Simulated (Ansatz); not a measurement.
The cluster Na₇S₃⁺, relaxed as a singlet with RKS r2SCAN-D4/def2-SVP in Ansatz, starting from the GFN1-xTB geometry. Force threshold 0.02 eV/Å.

Another isomer (singlet) lies 0.18 eV lower at PBE0-D4/def2-TZVP; other spin states weren't run for this one.

Start:

```
atom    x (Å)    y (Å)    z (Å)
 Na1   3.1601  -1.8172   3.4761
 Na2  -1.7280   2.0029  -0.6214
 Na3   1.0956   2.7145  -4.1109
 Na4   0.8847   0.1802  -0.1120
 Na5  -0.5934  -2.4847   0.9508
 Na6  -1.4443  -0.5605  -2.2399
 Na7  -0.9225   0.0660   2.5767
  S8  -1.9332  -0.3993   0.2669
  S9   0.1745   1.4641  -2.2910
 S10   1.3066  -1.1660   2.1048
```

```json
{"step": "1", "energy (eV)": "-63398.1479", "largest force component (eV/Å)": "0.551", "SCF passes": "17"}
{"step": "2", "energy (eV)": "-63398.2850", "largest force component (eV/Å)": "0.150", "SCF passes": "20"}
{"step": "3", "energy (eV)": "-63398.2976", "largest force component (eV/Å)": "0.092", "SCF passes": "18"}
{"step": "4", "energy (eV)": "-63398.3030", "largest force component (eV/Å)": "0.008", "SCF passes": "19"}
```

Force components are those of the run's own axes.

End:

```tsv
atom	x (Å)	y (Å)	z (Å)
Na1	3.347	-1.805	3.488
Na2	-1.842	2.057	-0.693
Na3	1.305	2.773	-4.155
Na4	0.837	0.177	-0.116
Na5	-0.631	-2.569	1.038
Na6	-1.529	-0.549	-2.331
Na7	-0.943	0.029	2.687
S8	-1.974	-0.409	0.281
S9	0.109	1.513	-2.376
S10	1.320	-1.216	2.175
```

By distances, no bond broke or formed. The bond that changes most is Na4–S9, from 2.63 to 2.72 Å (atoms count from 1).

No frequencies were taken in this run, so the end may be a saddle point.

It took 46 s on 4 threads of Arm Neoverse N1 on a shared host.
